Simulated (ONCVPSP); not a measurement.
# Before and after: ONCV potential for manganese (Mn)

```json
{
  "Element": "manganese",
  "Generator": "ONCVPSP 4.0.1",
  "Type": "optimised norm-conserving Vanderbilt (ONCV)",
  "Functional": "LDA (Perdew-Zunger)",
  "Relativity": "scalar-relativistic",
  "Frozen core": "[Ne] 3s2",
  "Valence charge": "13",
  "Reference configuration": "3p6 3d5 4s1.75 4p0.25",
  "Partial waves": "4s: rc 2.20 bohr, ncon 4, nbas 7, qcut 2.4 1/bohr, 2 projectors, debl 2.1 Ha; 3p+4p: rc 1.65 bohr, ncon 4, nbas 8, qcut 8.3 1/bohr, 2 projectors; 3d: rc 1.50 bohr, ncon 4, nbas 9, qcut 8.5 1/bohr, 2 projectors, debl 1.2 Ha; f scattering state at 0.37 Ha: rc 2.35 bohr, ncon 3, nbas 8, qcut 5.4 1/bohr, 1 projector",
  "Local potential": "polynomial inside 1.35 bohr (lpopt 5, dvloc0 4 Ha)",
  "Core correction": "Teter function, fcfact 2, rcfact 1.1"
}
```

Change: all radii but the core radius scaled by about 0.89 (s 1.96, p 1.48, d 1.34, f 2.10 bohr); local potential polynomial inside 1.20 bohr (lpopt 5, dvloc0 4 Ha).

Cutoffs: the cutoffs (Ha) at which the residual kinetic energy of the hardest occupied pseudo-wave falls to 1 and 0.1 mHa per electron; they do not see the model core or the augmentation charge, which bear on the density cutoff. Errors are all-electron minus pseudo energies relative to the spin-unpolarised reference configuration.

Q: How do hardness, ghosts and transferability respond?

A: The potential gets harder (34 Ha and 93 Ha → 72 Ha and 169 Ha); of the 3 tests that both files solve, the error grows in 2 and shrinks in 0 by more than 15 % and 0.3 meV (median size 1.9 → 2.2 meV); neither file shows a bound ghost. A smaller radius makes the pseudo-wave follow the all-electron one further in, where it bends more sharply, so more plane waves are needed.

```tsv
quantity	base	changed
cutoff, loose	34 Ha	72 Ha
cutoff, tight	93 Ha	169 Ha
loose cutoff by channel	s 6.8 Ha, p 25 Ha, d 34 Ha	s 5.0 Ha, p 27 Ha, d 72 Ha
bound ghosts	none	none
GHOST(+) flags under 300 eV	s at 57.2 eV	s at 49.8 eV
tests with a reliable result	3 of 4	3 of 4
error for 3p6 3d5 4s2 4p0, meV [ΔE -0.96 eV]	-0.1	-0.1
error for 3p6 3d5 4s1 4p0, meV [ΔE 7.69 eV]	-1.9	-2.2
error for 3p6 3d5 4s0 4p0, meV [ΔE 23.57 eV]	-14	-18
rms error of d²Exc/dni dnj with the model core, mHa	3.12	3.25
```
